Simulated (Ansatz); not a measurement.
Born–Oppenheimer molecular dynamics of FH5O4W (11 atoms, charge 0, multiplicity 1). It starts from a relaxed structure.

These are results of Ansatz, RKS PBE0-D4/def2-SVP, not measurements.

```yaml
ensemble: NVE (velocity Verlet)
time_step: 0.5 fs
steps_asked: 150
starting_velocities_drawn_for: 300 K
masses: H 10 u
seed: 994998
```

First frame:

```xyz
11
Properties=species:S:1:pos:R:3
W 0.074 0.268 -0.154
F 0.624 0.181 1.648
O 1.854 -0.408 -0.400
H 2.356 -0.644 0.391
O -0.167 2.134 -0.023
H -0.963 2.549 0.334
O -1.834 0.360 0.143
H -2.319 -0.459 0.278
H -0.430 -1.342 0.149
O 0.012 0.004 -1.993
H 0.688 -0.433 -2.526
```

Task: How far do the bonds stretch over the last three quarters of this one trajectory? (Pairs bonded in most of those frames.)

Result: 
| bond | mean (Å) | spread (Å) | shortest | longest |
| --- | --- | --- | --- | --- |
| W1–F2 | 1.877 | 0.016 | 1.85 | 1.90 |
| W1–O3 | 1.934 | 0.005 | 1.93 | 1.94 |
| W1–O5 | 1.886 | 0.014 | 1.86 | 1.91 |
| W1–O7 | 1.954 | 0.031 | 1.91 | 2.00 |
| W1–H9 | 1.712 | 0.018 | 1.69 | 1.74 |
| W1–O10 | 1.864 | 0.017 | 1.83 | 1.89 |
| O3–H4 | 0.964 | 0.001 | 0.96 | 0.97 |
| O5–H6 | 0.979 | 0.032 | 0.93 | 1.02 |
| O7–H8 | 0.962 | 0.005 | 0.95 | 0.97 |
| O10–H11 | 0.967 | 0.015 | 0.95 | 0.99 |

Mean temperature of the second half: 142 K. The conserved energy stayed within 0.037 meV per atom of its start (net change 0.021 meV per atom), so the integration is sound. Over the second half the temperature averaged 0.47 of the 300 K drawn at the start: a run that starts near a minimum puts about half its kinetic energy into the potential. A run of 0.075 ps of so small a system gives no equilibrium averages.

Time of the run: 11 min on 2 threads of Arm Neoverse V2, on a shared host, peak memory 0.32 GiB.
